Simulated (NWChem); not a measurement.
## Basis-set convergence for H3ClGe

SMILES: [Cl][GeH3]
```xyz
5

Ge     0.6808     0.0217     0.0000
Cl    -1.4826    -0.0474     0.0000
H      1.1167     0.7682     1.2682
H      1.1167     0.7682    -1.2682
H      1.1868    -1.4272     0.0000
```
Charge 0, spin multiplicity 1.

The numbers come from NWChem runs, not from measurements. The geometry was optimised at PBE0/def2-SVP, a minimum by its harmonic frequencies.

Quantity: vertical ionisation energy at the level ΔPBE0 (Δ: difference of total energies, the cation a doublet at the parent's geometry with its hole in an orbital of symmetry a' (Cs labels); it is the state that the SCF runs reached, from PBE0 orbitals for Hartree-Fock references, and need not be the lowest).

The Hamiltonian is non-relativistic. The Pople sets run with spherical d functions. The structure started from a generated list of species. The stability of the SCF solutions was not checked.

Costs are rough ratios of processor time within this set of runs, SCF included, with STO-3G as 1.

```
basis        functions  vertical ionisation energy (eV)  relative cost
-----------  ---------  -------------------------------  -------------
STO-3G              30                              [?]              1
3-21G               41                              [?]        under 3
6-31G*              56                            11.18        under 3
def2-SVP            65                            11.17        under 3
6-311G**            88                            11.24        under 3
aug-pcseg-1         90                            11.23              4
def2-TZVP          103                            11.19              4
def2-TZVPP         132                            11.18              6
aug-cc-pVTZ        178                            11.19             60
```

Task: Some entries are withheld; supply them.

Result: 
- STO-3G, vertical ionisation energy (eV): 9.54
- 3-21G, vertical ionisation energy (eV): 11.32
